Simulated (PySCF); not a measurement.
CaO2, SMILES [O]1[O][Ca]1. Atoms are numbered in the order given.

```xyz
3

Ca     0.0000     0.0000     0.8088
O      0.0000    -0.7424    -1.0109
O      0.0000     0.7424    -1.0109
```
Charge 0, spin multiplicity 1.

Geometry: PBE0-D3(BJ)/def2-TZVP.

Two levels are set side by side: PBE/pcSseg-2 (PySCF) and KT2/pcSseg-2 (PySCF). GIAO shifts against H2O (¹⁷O) at the same level; non-relativistic, no solvent, atoms listed together averaged. Differences are taken from unrounded values.

```csv
quantity,KT2
"δ(¹⁷O) of O2, O3 (ppm)",728.7
```

Task: What does PBE give, and how far is it from KT2? (The exact figures need the calculation; the answer reports its results.)

Result: 
```json
[
 {"quantity": "δ(¹⁷O) of O2, O3 (ppm)", "PBE": "768.7", "PBE minus KT2": "40.0"}
]
```

Rough cost on one machine, each run with all the roots and properties that it gave: KT2 against PBE within a factor of 2.
